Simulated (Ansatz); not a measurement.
Start from `[OH][Sn]([OH])([F])[Cl]` and change one atom or group to get `[CH3][Sn]([OH])([OH])[F]`.

Ansatz, PBE0-D4/def2-TZVP geometries, multiplicity 1. Each molecule was computed in one conformer, which needn't be the lowest.

Elements past krypton have def2 core potentials.

```csv
property,`[OH][Sn]([OH])([F])[Cl]`
HOMO energy (PBE0/def2-TZVPP) / eV,-9.72
size of the dipole moment (PBE/def2-TZVPP) / D,1.89
HOMO–LUMO gap (PBE/def2-TZVPP) / eV,4.61
size of the dipole moment (B3LYP/def2-TZVPP) / D,1.90
HOMO–LUMO gap (ωB97M-V/def2-TZVPP) / eV,11.72
"ideal-gas entropy at 298 K and 1 bar (rigid rotor, harmonic PBE0-D4/def2-TZVP) / J/(mol·K)",381
```

(1) Give the same properties after the change, and the shifts. (Estimate.)

Results:

(1) The calculation gave: 
| property | `[CH3][Sn]([OH])([OH])[F]` | shift |
| --- | --- | --- |
| HOMO energy (PBE0/def2-TZVPP) / eV | -8.80 | 0.92 |
| size of the dipole moment (PBE/def2-TZVPP) / D | 1.57 | -0.32 |
| HOMO–LUMO gap (PBE/def2-TZVPP) / eV | 5.12 | 0.51 |
| size of the dipole moment (B3LYP/def2-TZVPP) / D | 1.64 | -0.26 |
| HOMO–LUMO gap (ωB97M-V/def2-TZVPP) / eV | 12.05 | 0.33 |
| ideal-gas entropy at 298 K and 1 bar (rigid rotor, harmonic PBE0-D4/def2-TZVP) / J/(mol·K) | 395 | 14 |

With PBE0 the HOMO rises by 0.92 eV and the LUMO rises by 1.38 eV, so the gap widens by about 0.46 eV. PBE moves the HOMO by 0.87 eV and ωB97M-V by 0.88 eV. The zero-point energy changes by 92.0 kJ/mol with +9 modes. Dipoles are sizes alone; their direction can turn. Modes under 60 cm⁻¹, often nearly free rotors, make the harmonic entropy too high.

B3LYP here is the variant with VWN-RPA as its local correlation; programs differ in this.
